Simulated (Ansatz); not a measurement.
SnH4 (SMILES [H][Sn]([H])([H])[H]): methods side by side

SnH4: 5 atoms, total charge 0, spin state singlet. As SMILES, `[H][Sn]([H])([H])[H]`. Geometry: a GFN2-xTB relaxation, a rough one for these elements and not checked as a minimum.

```xyz
5

Sn   -0.0010   -0.0002   -0.0005
H     0.0120   -0.0185    1.6382
H     1.5407    0.0108   -0.5549
H    -0.7797    1.3421   -0.5271
H    -0.7720   -1.3341   -0.5557
```

Quantity: the energy change with the Sn1–H2 bond stretched from 1.639 to 3.278 Å, in eV. The values are calculated.

```tsv
level	kind	program	value (eV)	less FCI/STO-3G	CPU time (all runs)
HF/STO-3G (restricted)	Hartree–Fock	Ansatz	7.50	+3.18	0.81 s
BLYP/STO-3G (restricted)	GGA	Ansatz	5.25	+0.93	3.2 s
PBE/STO-3G (restricted)	GGA	Ansatz	5.36	+1.04	3.3 s
r2SCAN/STO-3G (restricted)	meta-GGA	Ansatz	5.72	+1.40	7.2 s
BHLYP/STO-3G (restricted)	global hybrid	Ansatz	6.52	+2.20	3 s
HSE06/STO-3G (restricted)	range-separated hybrid	Ansatz	5.95	+1.63	3.9 s
B2PLYP/STO-3G (restricted)	double hybrid	Ansatz	5.80	+1.48	4.3 s
BCCD(T)/STO-3G (restricted)	coupled cluster or CI	Ansatz	4.32	0.00	1.1 s
CCSD/STO-3G (restricted)	coupled cluster or CI	Ansatz	4.38	+0.06	1 s
FCI/STO-3G	exact in the basis	Ansatz	4.32	0.00	3.5 s
```

FCI/STO-3G is exact within its basis and frozen core, so for wave-function methods in that basis the difference is their error; functionals converge differently with the basis, so for them it is only a difference. Spin-restricted single references rise too steeply as a bond breaks, Hartree–Fock most of all. Perturbation and coupled-cluster corrections on them can overshoot downwards. All-electron rows without a relativistic Hamiltonian named are non-relativistic. The first shape isn't each level's own minimum. The values span 4.32 to 7.50 eV. All rows use very small basis sets, so even the best lies far from the true value. In the correlated wave-function rows the outer d shell of Sn is correlated, in sets not made for it. Times are those of the runs behind each value, whatever else they computed, on shared processors of several kinds: orders of magnitude only.
